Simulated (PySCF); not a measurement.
Geometry (Å), atoms numbered from 1 in this order:
```xyz
22

C    -1.6668   -0.4320   -1.0507
C    -0.9042   -0.1915    0.2592
C    -1.4123    1.0892    0.9346
C    -1.1837   -1.3705    1.1919
C     0.5869   -0.0482   -0.0269
C     0.9897    0.9370   -0.9169
C     2.2666    1.2500   -1.3377
P     3.7691    0.5214   -0.8757
C     3.2426   -0.6761    0.2500
P     1.6750   -1.1310    0.8126
H    -1.5837    0.4128   -1.7290
H    -1.2772   -1.3142   -1.5548
H    -2.7221   -0.5922   -0.8403
H    -1.2780    1.9587    0.2964
H    -2.4716    0.9957    1.1634
H    -0.8727    1.2619    1.8637
H    -2.2538   -1.4583    1.3687
H    -0.8313   -2.3019    0.7513
H    -0.6893   -1.2315    2.1518
H     0.2032    1.5470   -1.3485
H     2.3596    2.0598   -2.0530
H     4.0437   -1.2666    0.6889
```

Gas phase, averaged over atoms made equivalent by symmetry, fast rotation or ring inversion, no relativistic terms, one conformer. Shieldings: GIAO PBE0/pcSseg-1; geometry: GFN2-xTB; PySCF.

Predict the 2D correlation tables (HSQC, COSY, HMBC).

Answers



HSQC (one-bond C–H):
| δH | δC |
| --- | --- |
| 10.94 (H22) | 195.8 (C9) |
| 9.37 (H21) | 161.4 (C7) |
| 8.66 (H20) | 137.3 (C6) |
| 1.56 (H11/H12/H13/H14/H15/H16/H17/H18/H19) | 34.8 (C1/C3/C4) |

COSY cross peaks (H two or three bonds apart, from the bond graph; peaks can be absent where the dihedral angle is near 90°):
| δH | δH |
| --- | --- |
| 9.37 (H21) | 8.66 (H20) |

HMBC (two and three bonds, from the bond graph):
| δH | δC |
| --- | --- |
| 10.94 (H22) | 194.0 (C5), 161.4 (C7) |
| 9.37 (H21) | 195.8 (C9), 194.0 (C5), 137.3 (C6) |
| 8.66 (H20) | 194.0 (C5), 161.4 (C7), 41.5 (C2) |
| 1.56 (H11/H12/H13/H14/H15/H16/H17/H18/H19) | 194.0 (C5), 41.5 (C2), 34.8 (C1/C3/C4) |

Referencing at the same level of theory: 1H (σ = 31.72 ppm), 13C (σ = 186.93 ppm) vs TMS.

Short H···H contacts in this conformer between protons four or more bonds apart (candidates for NOE cross peaks, intensity ∝ r⁻⁶): H11···H20 2.15 Å.

Shifts are as computed. Against solution values, carbons near 30 ppm lie about +3 ppm off and those near 130 ppm about +5 ppm. Of 1211 compounds with measured shifts, 218 miss one by over three times the rms of a fit or turn the order of signals round; such compounds aren't used in these exercises.
